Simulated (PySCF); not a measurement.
[Ce(NH2)4]− at several levels of theory

Computed with PySCF 2.14.0 (density fitting, no spin-orbit coupling) at the geometry relaxed with PBE0:

```xyz
13
[Ce(NH2)4]− (singlet in the valence; each metal's 4f electrons, 1 of them, lie in its core potential, out of spins and levels)
Ce   -0.0001    0.0000    0.0000
N     1.4162    1.2942    1.3919
H     1.3923    1.4758    2.3963
H     2.2780    1.7361    1.0628
N    -1.4164   -1.3919    1.2941
H    -2.2784   -1.0629    1.7358
H    -1.3917   -2.3965    1.4763
N     1.4162   -1.2942   -1.3919
H     2.2780   -1.7361   -1.0628
H     1.3923   -1.4758   -2.3963
N    -1.4164    1.3919   -1.2941
H    -1.3917    2.3965   -1.4763
H    -2.2784    1.0629   -1.7358
```

```
 level                                              basis    state  HOMO (eV)  gap (eV)  charge on Ce1 (e)  population of f-type functions on Ce1 (polarisation alone where 4f lies in the core)  dipole about the centre of mass (D)  largest force component (eV/Å)
  PBE0  Ce lcecp-1-SVP with ECP47, N def2-SVP, H def2-SVP  singlet      -1.17      4.68               0.73                                                                                  0.06                                 0.00                            0.01
  BLYP                                           the same  singlet       0.30      2.67               0.43                                                                                  0.06                                 0.00                            0.47
r2SCAN                                           the same  singlet      -0.10      3.53               0.68                                                                                  0.06                                 0.00                            0.10
 M06-L                                           the same  singlet       0.10      3.83               0.92                                                                                  0.06                                 0.00                            0.09
   PBE                                           the same  singlet       0.17      2.78               0.46                                                                                  0.06                                 0.00                            0.40
```

In the lcecp rows the 4f levels are missing from HOMO and gap, and the state counts the valence alone.

Charges are Mulliken's, which hang on the basis. The relaxation used the grid (50, 194), these runs (75, 302) or, all-electron (x2c bases, spin-free X2C Hamiltonian), (99, 590).

What does PBE0 with Ce lcecp-1-TZVP with ECP47, N def2-TZVP, H def2-TZVP give here?

state singlet, HOMO (eV) -1.48, gap (eV) 4.82, charge on Ce1 (e) 1.50, population of f-type functions on Ce1 (polarisation alone where 4f lies in the core) 0.08, dipole about the centre of mass (D) 0.00, largest force component (eV/Å) 0.33. Time: 26 s on 2 threads of AMD EPYC 9R45 96-Core Processor (Zen 5), on a shared host, from free ions and atoms.

In the first row's basis the gap widens with exact exchange: 2.7 to 3.8 eV for BLYP, PBE, r2SCAN, M06-L (none); 4.7 eV for PBE0 (a fixed share).

An lcecp potential fixes the number of 4f electrons, so in runs with it no electron can move into or out of that shell.

The highest filled level of some runs lies above zero, as often for anions with such functionals and bases.
